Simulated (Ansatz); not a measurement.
Geometry optimisation, Ansatz, RKS B3LYP/def2-SVP.

Input file:

```yaml
crystal:
  periodic: [false, false, false]
  atoms:
    - { symbol: B, position_ang: [-0.3595, 0.8454, -1.1109] }
    - { symbol: C, position_ang: [0.3346, -0.3937, -0.5502] }
    - { symbol: C, position_ang: [0.1205, -0.4823, 0.8874] }
    - { symbol: C, position_ang: [0.0767, -0.5521, 2.0915] }
    - { symbol: H, position_ang: [-0.3621, 1.115, -2.2978] }
    - { symbol: H, position_ang: [-1.0087, 1.6346, -0.4116] }
    - { symbol: H, position_ang: [1.4485, -0.3141, -0.7729] }
    - { symbol: H, position_ang: [-0.0356, -1.2842, -1.0374] }
    - { symbol: H, position_ang: [-0.1259, -0.6149, 3.1849] }
basis:
  gaussian: { orbitals: def2-SVP }
hamiltonian:
  xc: b3lyp
relax:
  f_tol: 0.02
  max_steps: 50
```

Command:

```bash
$ ansatz run input.yaml --threads 1 --pin off --max-ram 2048MiB --backend cpu --events-out ev --progress --plain --runs-dir out
```

Where does it end, and by what steps?

The forces met the threshold. After 7 steps the energy has fallen by 0.210 eV; H6 moved furthest, 0.20 Å.

```tsv
step	energy less start (eV)	largest force component (eV/Å)	accepted
0	0.0000	2.030	yes
1	-0.1675	0.746	yes
2	-0.1850	0.432	yes
3	-0.1370	2.947	no
4	-0.2050	0.201	yes
5	-0.2074	0.159	yes
6	-0.2095	0.043	yes
7	-0.2097	0.008	yes
```

```xyz
9
Properties=species:S:1:pos:R:3
B -0.404 0.894 -1.169
C 0.298 -0.333 -0.485
C 0.164 -0.499 0.958
C 0.038 -0.628 2.156
H -0.376 0.963 -2.374
H -0.932 1.773 -0.535
H 1.369 -0.217 -0.765
H 0.003 -1.257 -1.022
H -0.071 -0.742 3.218
```

Whether the end is a true minimum wasn't checked by a vibrational analysis.

Run time: 20 s on 1 thread of Arm Neoverse V2, on a shared host, peak memory 0.14 GiB.
